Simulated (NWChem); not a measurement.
The numbers come from NWChem runs, not from measurements. System: I, charge 1, spin multiplicity 3. Its SCF solution wasn't tested for a lower state. Level: ROCCSD(T)/def2-TZVPD with def2 effective core potentials on I, 4 core orbitals frozen.

Output (cleaned and shortened):

```
             Northwest Computational Chemistry Package (NWChem) 7.3.0
             --------------------------------------------------------

                                NWChem Input Module
                                -------------------

 Scaling coordinates for geometry "geometry" by  1.889725989
 (inverse scale =  0.529177249)

                             Geometry "geometry" -> ""
                             -------------------------

 Output coordinates in angstroms (scale by  1.889725989 to convert to a.u.)

  No.       Tag          Charge          X              Y              Z
 ---- ---------------- ---------- -------------- -------------- --------------
    1 I                   53.0000     0.00000000     0.00000000     0.00000000

 Effective nuclear repulsion energy (a.u.)       0.0000000000

            Nuclear Dipole moment (a.u.)
            ----------------------------
        X                 Y               Z
 ---------------- ---------------- ----------------
     0.0000000000     0.0000000000     0.0000000000

      Symmetry information
      --------------------

 Group name             D2h
 Group number             26
 Group order               8
 No. of unique centers     1

      Symmetry unique atoms

     1


 Summary of "ao basis" -> "" (spherical)
 ------------------------------------------------------------------------------
       Tag                 Description            Shells   Functions and Types
 ---------------- ------------------------------  ------  ---------------------
 *                         def2-tzvpd                 on all atoms

 Summary of "ao basis" -> "ao basis" (spherical)
 ------------------------------------------------------------------------------
       Tag                 Description            Shells   Functions and Types
 ---------------- ------------------------------  ------  ---------------------
 I                         def2-tzvpd               19       59   7s6p4d2f

                                 NWChem SCF Module
                                 -----------------

  ao basis        = "ao basis"
  functions       =    59
  atoms           =     1
  closed shells   =    11
  open shells     =     2
  charge          =   1.00
  wavefunction    = ROHF
  use symmetry    = T
  symmetry adapt  = T

 Summary of "ao basis" -> "ao basis" (spherical)
 ------------------------------------------------------------------------------
       Tag                 Description            Shells   Functions and Types
[...]
     2   2 0 0    -15.395137     -4.878940      0.000000
     2   1 1 0     -0.000000      0.000000      0.000000
     2   1 0 1      0.000000     -0.000000      0.000000
     2   0 2 0    -15.395137     -4.878940      0.000000
     2   0 1 1     -0.000000     -0.000000      0.000000
     2   0 0 2    -17.840457     -2.327020      0.000000

                   NWChem Extensible Many-Electron Theory Module
                   ---------------------------------------------


            General Information
            -------------------
      Number of processors :     1
         Wavefunction type : Restricted open-shell Hartree-Fock
          No. of electrons :    24
           Alpha electrons :    13
            Beta electrons :    11
           No. of orbitals :   118
            Alpha orbitals :    59
             Beta orbitals :    59
        Alpha frozen cores :     4
         Beta frozen cores :     4
     Alpha frozen virtuals :     0
      Beta frozen virtuals :     0
         Spin multiplicity : triplet
    Number of AO functions :    59
       Number of AO shells :    19
        Use of symmetry is : on
      Symmetry adaption is : on
         Schwarz screening : 0.10D-09

          Correlation Information
          -----------------------
          Calculation type : Coupled-cluster singles & doubles w/ perturbation
   Perturbative correction : (T)
            Max iterations :      100
        Residual threshold : 0.10D-05
     T(0) DIIS level shift : 0.00D+00
     L(0) DIIS level shift : 0.00D+00
     T(1) DIIS level shift : 0.00D+00
     L(1) DIIS level shift : 0.00D+00
     T(R) DIIS level shift : 0.00D+00
     T(I) DIIS level shift : 0.00D+00
   CC-T/L Amplitude update :  5-th order DIIS
                I/O scheme : Global Array Library
        L-threshold :  0.10D-05
        EOM-threshold :  0.10D-05
 no EOMCCSD initial starts read in
 TCE RESTART OPTIONS
 SLICE:      F
 D4D5:       F
 quantumc:   F
 qrotation:  F
 pwtce:      F
 qducc:      F
 nacto:                         0
 nrotv:                         0
 nrot:                          0

            Memory Information
            ------------------
          Available GA space size is     249029838 doubles
          Available MA space size is     104841188 doubles

 Maximum block size supplied by input
 Maximum block size        24 doubles

 tile_dim =     11

 -------------------------------------------------

 Global array virtual files algorithm will be used

 Parallel file system coherency ......... OK

 4-electron integrals stored in orbital form

 v2    file size   =           246115
 4-index algorithm nr.  13 is used
 imaxsize =       30
 imaxsize ichop =        0


CCSD iterations
 ---------------------------------------------------------
 Iter          Residuum       Correlation     Cpu    Wall
 ---------------------------------------------------------
    1   0.2323416059165  -0.4545203970356     2.1     2.1
    2   0.0365226336885  -0.4148812062529     2.2     2.2
    3   0.0086654299836  -0.4247881646499     2.1     2.1
    4   0.0017829262717  -0.4236074919344     2.1     2.1
    5   0.0006048495365  -0.4240008996531     2.1     2.1
    6   0.0001698964686  -0.4239796271307     2.1     2.1
    7   0.0000471819545  -0.4239838983439     2.1     2.1
    8   0.0000181174265  -0.4239824505538     2.1     2.1
    9   0.0000073070843  -0.4239826055337     2.1     2.1
   10   0.0000032410054  -0.4239825635697     2.1     2.1
   11   0.0000006298570  -0.4239825561030     2.1     2.1
 -----------------------------------------------------------------
 Iterations converged
 CCSD correlation energy / hartree =        -0.423982556102980
 CCSD total energy / hartree       =      -296.726448818816664

 Singles contributions

 Doubles contributions
 CCSD(T)
 Using plain CCSD(T) code
             total no. of tasks        14249
 total no. of tasks / no. procs        14249
                         wl_min            1           1.0
                         wl_max        35937           5.7
        thresh for no. of tasks        14249

 CCSD[T]  correction energy / hartree =        -0.006241604615504
 CCSD[T] correlation energy / hartree =        -0.430224160718484
 CCSD[T] total energy / hartree       =      -296.732690423432189
 CCSD(T)  correction energy / hartree =        -0.006177489473095
 CCSD(T) correlation energy / hartree =        -0.430160045576075
 CCSD(T) total energy / hartree       =      -296.732626308289753

 Task  times  cpu:       31.5s     wall:       31.5s

 Total times  cpu:       31.5s     wall:       31.5s
```

Question: Write an NWChem input that would produce this output.

Answer: One answer among several that fit: 
```
start mol
memory heap 100 mb stack 700 mb global 1900 mb
charge 1
geometry units angstroms nocenter noautoz
  I      0.000000     0.000000     0.000000
  symmetry group D2h
end
basis spherical
  * library def2-tzvpd
end
ecp
  I library def2-ecp
end
scf
  rohf
  nopen 2
  maxiter 100
  thresh 1e-7
  semidirect memsize 60000000 filesize 0
  # guess.movecs holds the orbitals of an unrestricted PBE0 run
  vectors input guess.movecs swap 11 13 output mol.movecs
end
tce
  freeze core 4
  ccsd(t)
  2eorb
  2emet 13
  thresh 1e-6
  maxiter 100
  tilesize 24
end
task tce energy
```
